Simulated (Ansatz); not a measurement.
Consider the hydrogenolysis of a P–S bond: `SP1N[SiH2]1` + H₂ → `N1[SiH2]P1` + H₂S.

Isolated molecules relaxed with PBE0-D4/def2-TZVP in Ansatz; ΔE leaves out vibrations. CCSD(T)/CBS is the MP2 limit (def2-TZVPP, def2-QZVPP) plus CCSD(T) − MP2 in def2-TZVPP, frozen cores. This one scheme is used for every species. DFT in def2-TZVPP. B3LYP here is the variant with VWN-RPA as its local correlation; programs differ in this. HSE06 is defined as in plane-wave codes. One conformer a species, not always the lowest.

```json
{"level": "LDA (SPW92)", "ΔE (kJ/mol)": "26.6", "difference from CCSD(T)/CBS": "9.3"}
{"level": "PBE-D4", "ΔE (kJ/mol)": "30.5", "difference from CCSD(T)/CBS": "13.2"}
{"level": "revPBE-D4", "ΔE (kJ/mol)": "35.7", "difference from CCSD(T)/CBS": "18.4"}
{"level": "BLYP-D4", "ΔE (kJ/mol)": "29.6", "difference from CCSD(T)/CBS": "12.3"}
{"level": "r2SCAN-D4", "ΔE (kJ/mol)": "25.6", "difference from CCSD(T)/CBS": "8.3"}
{"level": "B97M-V", "ΔE (kJ/mol)": "14.5", "difference from CCSD(T)/CBS": "-2.8"}
{"level": "PBE0-D4", "ΔE (kJ/mol)": "21.8", "difference from CCSD(T)/CBS": "4.5"}
{"level": "B3LYP-D4", "ΔE (kJ/mol)": "21.5", "difference from CCSD(T)/CBS": "4.2"}
{"level": "r2SCANh-D4", "ΔE (kJ/mol)": "23.1", "difference from CCSD(T)/CBS": "5.8"}
{"level": "r2SCAN0-D4", "ΔE (kJ/mol)": "19.6", "difference from CCSD(T)/CBS": "2.3"}
{"level": "HSE06-D4", "ΔE (kJ/mol)": "22.1", "difference from CCSD(T)/CBS": "4.8"}
{"level": "BHLYP-D4", "ΔE (kJ/mol)": "12.9", "difference from CCSD(T)/CBS": "-4.4"}
{"level": "CAM-B3LYP-D4", "ΔE (kJ/mol)": "11.1", "difference from CCSD(T)/CBS": "-6.2"}
{"level": "ωB97M-V", "ΔE (kJ/mol)": "15.5", "difference from CCSD(T)/CBS": "-1.8"}
{"level": "B2PLYP", "ΔE (kJ/mol)": "13.1", "difference from CCSD(T)/CBS": "-4.2"}
{"level": "PBE-QIDH", "ΔE (kJ/mol)": "15.6", "difference from CCSD(T)/CBS": "-1.7"}
{"level": "PBE", "ΔE (kJ/mol)": "23.0", "difference from CCSD(T)/CBS": "5.7"}
{"level": "revPBE", "ΔE (kJ/mol)": "20.2", "difference from CCSD(T)/CBS": "2.9"}
{"level": "BLYP", "ΔE (kJ/mol)": "14.0", "difference from CCSD(T)/CBS": "-3.3"}
{"level": "r2SCAN", "ΔE (kJ/mol)": "23.8", "difference from CCSD(T)/CBS": "6.5"}
{"level": "PBE0", "ΔE (kJ/mol)": "15.2", "difference from CCSD(T)/CBS": "-2.1"}
{"level": "r2SCAN0", "ΔE (kJ/mol)": "17.4", "difference from CCSD(T)/CBS": "0.1"}
{"level": "BHLYP", "ΔE (kJ/mol)": "1.3", "difference from CCSD(T)/CBS": "-16.0"}
{"level": "CAM-B3LYP", "ΔE (kJ/mol)": "4.1", "difference from CCSD(T)/CBS": "-13.2"}
{"level": "LC-ωPBE", "ΔE (kJ/mol)": "6.9", "difference from CCSD(T)/CBS": "-10.4"}
{"level": "RPA@PBE/def2-TZVPP", "ΔE (kJ/mol)": "3.9", "difference from CCSD(T)/CBS": "-13.4"}
{"level": "MP2/def2-SVP", "ΔE (kJ/mol)": "0.7", "difference from CCSD(T)/CBS": "-16.6"}
{"level": "CCSD/def2-SVP", "ΔE (kJ/mol)": "-14.1", "difference from CCSD(T)/CBS": "-31.4"}
{"level": "CCSD(T)/def2-SVP", "ΔE (kJ/mol)": "-8.6", "difference from CCSD(T)/CBS": "-25.9"}
{"level": "HF/def2-TZVPP", "ΔE (kJ/mol)": "-14.3", "difference from CCSD(T)/CBS": "-31.6"}
{"level": "MP2/def2-TZVPP", "ΔE (kJ/mol)": "21.0", "difference from CCSD(T)/CBS": "3.7"}
{"level": "SCS-MP2/def2-TZVPP", "ΔE (kJ/mol)": "12.3", "difference from CCSD(T)/CBS": "-5.0"}
{"level": "CCSD/def2-TZVPP", "ΔE (kJ/mol)": "1.1", "difference from CCSD(T)/CBS": "-16.2"}
{"level": "CCSD(T)/def2-TZVPP", "ΔE (kJ/mol)": "8.8", "difference from CCSD(T)/CBS": "-8.5"}
{"level": "HF/def2-QZVPP", "ΔE (kJ/mol)": "-13.8", "difference from CCSD(T)/CBS": "-31.1"}
{"level": "MP2/def2-QZVPP", "ΔE (kJ/mol)": "26.1", "difference from CCSD(T)/CBS": "8.8"}
{"level": "SCS-MP2/def2-QZVPP", "ΔE (kJ/mol)": "17.0", "difference from CCSD(T)/CBS": "-0.3"}
{"level": "HF/CBS(def2)", "ΔE (kJ/mol)": "-13.7", "difference from CCSD(T)/CBS": "-31.0"}
{"level": "MP2/CBS(def2)", "ΔE (kJ/mol)": "29.5", "difference from CCSD(T)/CBS": "12.2"}
{"level": "CCSD/CBS(def2)", "ΔE (kJ/mol)": "9.6", "difference from CCSD(T)/CBS": "-7.7"}
{"level": "CCSD(T)/CBS", "ΔE (kJ/mol)": "17.3", "difference from CCSD(T)/CBS": "0"}
```

Largest T1 diagnostic among the species: 0.015.

From BLYP to BHLYP (50 % exact exchange), in def2-TZVPP and without D4, ΔE moves by −12.7 kJ/mol. At CCSD(T), def2-SVP lies −25.9 kJ/mol from the extrapolated value and def2-TZVPP −8.5 kJ/mol. The D4 term adds +12.4 kJ/mol with B3LYP and +6.5 kJ/mol with PBE0; it sums over pairs of atoms, weighted by their polarisabilities, and B3LYP, whose exchange is more repulsive, gets the larger term.
